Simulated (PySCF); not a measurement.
**From a log to its input**

A PySCF 2.14 run on the atoms Xe 0 0 0 (angstrom) printed this (some set-up lines and the per-cycle HOMO/LUMO lines with their warnings removed):

```
PySCF version 2.14.0


nuclear repulsion = 0
number of shells = 16
number of NR pGTOs = 95
number of NR cGTOs = 50
basis = def2-svp
ecp = {'Xe': 'def2-svp'}

******** <class 'pyscf.dft.rks.RKS'> ********
method = RKS
initial guess = minao
damping factor = 0
level_shift factor = 0
DIIS = <class 'pyscf.scf.diis.CDIIS'>
SCF conv_tol = 1e-09
SCF max_cycles = 50
XC functionals = scan

grids dens level: 3
Initial guess from minao.
tot grids = 19888
init E= -283.974134861238
cycle= 1 E= -327.877030122458  delta_E= -43.9  |g|= 3.57  |ddm|= 16.3
cycle= 2 E= -328.230560672148  delta_E= -0.354  |g|= 3.31  |ddm|= 8.03
cycle= 3 E= -329.473110027482  delta_E= -1.24  |g|= 0.103  |ddm|=  3.4
cycle= 4 E= -329.475948895921  delta_E= -0.00284  |g|= 0.0512  |ddm|= 0.369
cycle= 5 E= -329.476612112076  delta_E= -0.000663  |g|= 0.000469  |ddm|= 0.104
cycle= 6 E= -329.476612199128  delta_E= -8.71e-08  |g|= 2.74e-05  |ddm|= 0.0014
cycle= 7 E= -329.476612199284  delta_E= -1.56e-10  |g|= 2.27e-07  |ddm|= 5.19e-05
Extra cycle  E= -329.476612199285  delta_E= -3.41e-13  |g|= 8.48e-08  |ddm|= 5.47e-07
converged SCF energy = -329.476612199285
rhf_internal: lowest eigs of H = [1.99202147 1.99202314 1.99202567]
<class 'pyscf.dft.rks.RKS'> wavefunction is stable in the internal stability analysis

WARN: Not enough eigenvectors (len(x0)=1, nroots=3)

rhf_real2complex: lowest eigs of H = [1.15317341]
<class 'pyscf.dft.rks.RKS'> wavefunction is stable in the real -> complex stability analysis
rhf_external: lowest eigs of H = [0.38484529 0.38484579 0.38484704]
<class 'pyscf.dft.rks.RKS'> wavefunction is stable in the RHF/RKS -> UHF/UKS stability analysis
Dipole moment(X, Y, Z, Debye): -0.00000, -0.00000, -0.00000
orbital energies (hartree): [-0.3151 -0.3151 -0.3151  0.2031  0.2031  0.2031]
```

Task: Write the input that gave this log.

Result: The input was:

```python
from pyscf import gto, dft

mol = gto.M(
    atom='Xe 0 0 0',
    basis='def2-svp',
    ecp={'Xe': 'def2-svp'},
    charge=0,
    spin=0,
    verbose=4,
)
mf = dft.RKS(mol, xc='scan')
mf.kernel()
mf.stability(internal=True, external=True)
mf.dip_moment()
print('orbital energies (hartree):', mf.mo_energy[..., max(0, mol.nelec[1]-3):mol.nelec[0]+3].round(4))
```
